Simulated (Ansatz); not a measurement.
Steps of a relaxation of C2H10NPSi (`C[SiH](C)NP`) with RKS PBE-D4/def2-SVP.

```sh
$ ansatz run in.yaml --threads 2 --pin off --events-out ev --progress --plain --max-ram 32768MiB --backend cpu
```

```yaml
crystal:
  periodic: [false, false, false]
  atoms:
    - {symbol: C, position_ang: [-0.753100, -1.698400, 0.051300]}
    - {symbol: Si, position_ang: [0.373200, -0.221400, 0.053800]}
    - {symbol: C, position_ang: [1.344600, -0.190500, -1.526900]}
    - {symbol: N, position_ang: [-0.376300, 1.277200, 0.208500]}
    - {symbol: P, position_ang: [-1.095500, 1.520000, 1.744700]}
    - {symbol: H, position_ang: [-0.263200, -2.579600, -0.105200]}
    - {symbol: H, position_ang: [-1.329100, -1.727500, 0.983700]}
    - {symbol: H, position_ang: [-1.490100, -1.541000, -0.779700]}
    - {symbol: H, position_ang: [1.318900, -0.339100, 1.238200]}
    - {symbol: H, position_ang: [2.092800, 0.639300, -1.486900]}
    - {symbol: H, position_ang: [1.934400, -1.120400, -1.607400]}
    - {symbol: H, position_ang: [0.752100, -0.072500, -2.373500]}
    - {symbol: H, position_ang: [-1.213400, 1.369400, -0.526100]}
    - {symbol: H, position_ang: [0.081200, 1.741300, 2.501800]}
    - {symbol: H, position_ang: [-1.398300, 2.892500, 1.653100]}
basis:
  gaussian: {orbitals: def2-SVP}
hamiltonian: {xc: pbe, dispersion: d4}
relax: {f_tol: 0.03, max_steps: 200}
```

Positions (Å) and forces (eV/Å) along the path, 10 of 30 steps:

```xyz
15
step=1 energy=-20872.2401 eV
C    -0.753   -1.698    0.051   -2.287    3.061   -0.019
Si    0.373   -0.221    0.054    1.868   -1.982   -0.210
C     1.345   -0.191   -1.527    2.197    0.006    1.915
N    -0.376    1.277    0.208   -2.832    2.006   -2.421
P    -1.095    1.520    1.745   -1.356   -0.467    1.470
H    -0.263   -2.580   -0.105    1.721   -3.142   -0.488
H    -1.329   -1.728    0.984   -0.213   -0.171    0.349
H    -1.490   -1.541   -0.780    0.155   -0.194    0.210
H     1.319   -0.339    1.238   -0.088    0.090   -0.103
H     2.093    0.639   -1.487   -0.259   -0.125   -0.068
H     1.934   -1.120   -1.607    0.017   -0.216   -0.171
H     0.752   -0.072   -2.373   -1.505    0.252   -2.189
H    -1.213    1.369   -0.526    2.110   -0.144    1.555
H     0.081    1.741    2.502    0.508    0.170    0.202
H    -1.398    2.893    1.653   -0.038    0.858   -0.030
15
step=4 energy=-20872.9560 eV
C    -0.759   -1.760    0.046    0.004   -0.075   -0.047
Si    0.401   -0.267    0.059   -0.005    0.041    0.052
C     1.384   -0.172   -1.544    0.008   -0.033   -0.058
N    -0.472    1.260    0.251   -0.098    0.008   -0.022
P    -1.263    1.698    1.772    0.086    0.020    0.064
H    -0.210   -2.718   -0.063    0.017    0.004    0.005
H    -1.351   -1.811    0.982   -0.003    0.013    0.007
H    -1.473   -1.686   -0.802    0.002   -0.007    0.020
H     1.317   -0.355    1.250    0.030    0.008    0.037
H     2.068    0.700   -1.535   -0.007    0.018   -0.002
H     1.992   -1.087   -1.707   -0.036    0.010    0.023
H     0.701   -0.066   -2.412    0.018    0.007   -0.025
H    -1.136    1.420   -0.520    0.045    0.007   -0.001
H    -0.063    1.653    2.586   -0.107   -0.054   -0.049
H    -1.158    3.142    1.666    0.046    0.032   -0.006
15
step=6 energy=-20873.0028 eV
C    -0.731   -1.757    0.084    0.037   -0.070   -0.025
Si    0.378   -0.225    0.051   -0.063    0.076    0.015
C     1.369   -0.157   -1.551    0.008   -0.031   -0.034
N    -0.551    1.272    0.194   -0.067   -0.031   -0.032
P    -1.323    1.770    1.701    0.203    0.185   -0.124
H    -0.147   -2.699    0.012   -0.012    0.025    0.000
H    -1.320   -1.794    1.024    0.004    0.005   -0.009
H    -1.450   -1.737   -0.763    0.016   -0.010    0.019
H     1.270   -0.238    1.265    0.049   -0.012   -0.023
H     2.043    0.723   -1.563   -0.013   -0.013    0.000
H     1.986   -1.072   -1.680   -0.029    0.036    0.008
H     0.693   -0.085   -2.431    0.025   -0.006    0.023
H    -1.151    1.471   -0.619    0.020   -0.028    0.151
H    -0.233    1.319    2.550   -0.177    0.066   -0.050
H    -0.856    3.159    1.755   -0.001   -0.191    0.081
15
step=16 energy=-20873.1853 eV
C    -0.602   -1.717    0.236    0.003    0.017    0.006
Si    0.387   -0.121    0.014   -0.011    0.017    0.016
C     1.291   -0.135   -1.642   -0.013    0.000   -0.019
N    -0.632    1.318    0.088   -0.036    0.012   -0.056
P    -1.214    2.153    1.490    0.152   -0.117    0.204
H     0.068   -2.601    0.260    0.001   -0.006    0.006
H    -1.178   -1.701    1.184    0.008    0.006   -0.005
H    -1.322   -1.856   -0.597    0.001    0.001    0.003
H     1.357    0.015    1.161    0.003   -0.005   -0.015
H     1.904    0.780   -1.770   -0.008   -0.007    0.000
H     1.962   -1.015   -1.717    0.002   -0.003   -0.001
H     0.573   -0.191   -2.488    0.009    0.002    0.010
H    -1.087    1.642   -0.772    0.050   -0.017    0.073
H    -1.568    1.042    2.370    0.000    0.106   -0.114
H     0.041    2.335    2.212   -0.162   -0.007   -0.109
15
step=20 energy=-20873.2005 eV
C    -0.561   -1.635    0.343   -0.009    0.015    0.012
Si    0.464   -0.084    0.002    0.013   -0.012   -0.023
C     1.247   -0.159   -1.715   -0.018    0.004    0.009
N    -0.513    1.382    0.087   -0.121    0.121   -0.082
P    -1.269    2.078    1.487    0.077   -0.145   -0.022
H     0.083   -2.538    0.385    0.001    0.009    0.002
H    -1.090   -1.553    1.315    0.011   -0.007   -0.019
H    -1.325   -1.790   -0.448    0.010    0.006    0.011
H     1.525    0.025    1.072   -0.009   -0.005   -0.014
H     1.866    0.739   -1.914   -0.006   -0.009   -0.001
H     1.899   -1.052   -1.809   -0.001    0.004    0.003
H     0.470   -0.229   -2.505    0.012    0.003    0.015
H    -0.791    1.843   -0.788    0.068   -0.079    0.196
H    -1.873    0.902    2.102    0.035    0.088   -0.036
H    -0.153    2.019    2.415   -0.063    0.006   -0.052
15
step=23 energy=-20873.2053 eV
C    -0.541   -1.622    0.379   -0.001    0.005   -0.007
Si    0.480   -0.082   -0.003    0.009   -0.002    0.018
C     1.222   -0.165   -1.735   -0.004   -0.002   -0.004
N    -0.505    1.377    0.090   -0.026    0.070   -0.179
P    -1.287    2.063    1.471    0.001   -0.014    0.062
H     0.103   -2.525    0.408   -0.002    0.001    0.000
H    -1.041   -1.536    1.366    0.002    0.003   -0.001
H    -1.327   -1.778   -0.389    0.000   -0.001    0.003
H     1.575    0.018    1.034    0.007   -0.002   -0.002
H     1.832    0.734   -1.958   -0.001   -0.001    0.002
H     1.878   -1.053   -1.836    0.001    0.000   -0.001
H     0.427   -0.245   -2.506    0.001    0.001    0.001
H    -0.620    1.946   -0.756    0.021   -0.086    0.141
H    -1.982    0.904    2.004    0.006    0.016   -0.025
H    -0.235    1.913    2.460   -0.013    0.013   -0.009
15
step=27 energy=-20873.2074 eV
C    -0.529   -1.605    0.406   -0.002    0.001    0.005
Si    0.496   -0.076   -0.006    0.006   -0.004    0.000
C     1.208   -0.171   -1.751   -0.002   -0.001    0.001
N    -0.500    1.376    0.084   -0.007    0.031   -0.032
P    -1.306    2.043    1.464    0.005   -0.015    0.000
H     0.108   -2.513    0.424    0.000    0.002    0.000
H    -1.003   -1.509    1.404    0.001   -0.001   -0.003
H    -1.335   -1.756   -0.341    0.002    0.001    0.002
H     1.616    0.021    1.006   -0.001   -0.002   -0.004
H     1.817    0.724   -1.990   -0.001   -0.001    0.000
H     1.862   -1.061   -1.857    0.000    0.001    0.001
H     0.400   -0.254   -2.507    0.001    0.000    0.002
H    -0.511    2.008   -0.720    0.002   -0.019    0.032
H    -2.046    0.884    1.924   -0.001    0.005   -0.003
H    -0.298    1.838    2.490   -0.002    0.001   -0.002
15
step=28 energy=-20873.2077 eV
C    -0.524   -1.596    0.418   -0.006    0.001    0.001
Si    0.502   -0.073   -0.009    0.007   -0.006    0.002
C     1.203   -0.174   -1.757   -0.003   -0.001    0.002
N    -0.495    1.379    0.082   -0.008    0.026   -0.012
P    -1.313    2.033    1.462    0.009   -0.007   -0.004
H     0.109   -2.507    0.430    0.001    0.002   -0.001
H    -0.988   -1.498    1.421    0.003    0.000   -0.004
H    -1.338   -1.745   -0.321    0.002   -0.001    0.003
H     1.632    0.022    0.993    0.000    0.002   -0.002
H     1.812    0.719   -2.003   -0.001   -0.001    0.000
H     1.856   -1.065   -1.864    0.000    0.000    0.000
H     0.390   -0.258   -2.508    0.001    0.000    0.000
H    -0.472    2.032   -0.705    0.000   -0.016    0.023
H    -2.072    0.875    1.891    0.006    0.005   -0.002
H    -0.323    1.805    2.500   -0.010   -0.004   -0.007
15
step=29 energy=-20873.2079 eV
C    -0.516   -1.579    0.438   -0.004   -0.001    0.007
Si    0.514   -0.066   -0.012   -0.001   -0.002   -0.014
C     1.193   -0.182   -1.768    0.004    0.003    0.003
N    -0.484    1.385    0.079    0.002    0.093   -0.057
P    -1.325    2.017    1.457    0.005   -0.037    0.019
H     0.112   -2.494    0.437   -0.002    0.000    0.000
H    -0.957   -1.478    1.451    0.004   -0.002   -0.007
H    -1.346   -1.723   -0.284    0.009    0.002    0.005
H     1.662    0.029    0.972   -0.005   -0.003   -0.001
H     1.801    0.709   -2.027   -0.002   -0.002   -0.001
H     1.844   -1.073   -1.876    0.001   -0.001   -0.002
H     0.371   -0.269   -2.508    0.000    0.000    0.002
H    -0.401    2.076   -0.674   -0.007   -0.081    0.084
H    -2.118    0.860    1.826    0.017    0.028   -0.008
H    -0.372    1.737    2.520   -0.020    0.004   -0.030
15
step=30 energy=-20873.2081 eV
C    -0.516   -1.582    0.436   -0.006    0.001   -0.002
Si    0.512   -0.067   -0.012    0.005   -0.004    0.002
C     1.195   -0.180   -1.767   -0.001    0.002    0.001
N    -0.485    1.385    0.080   -0.003    0.023   -0.007
P    -1.323    2.020    1.457    0.008   -0.018    0.006
H     0.112   -2.496    0.436    0.000    0.001   -0.001
H    -0.960   -1.481    1.448    0.002    0.000   -0.003
H    -1.345   -1.725   -0.288    0.002   -0.002    0.003
H     1.656    0.027    0.975    0.001    0.002   -0.001
H     1.803    0.711   -2.025   -0.001   -0.001    0.000
H     1.846   -1.072   -1.874    0.000    0.000    0.001
H     0.374   -0.268   -2.508    0.000    0.000   -0.001
H    -0.411    2.070   -0.677    0.000   -0.017    0.013
H    -2.111    0.864    1.834   -0.002    0.007   -0.005
H    -0.367    1.744    2.516   -0.004    0.006   -0.006
```

Hardware: 2 threads of an AMD EPYC 7R13 on a shared host. Wall time 68 s, peak host memory 0.22 GiB.
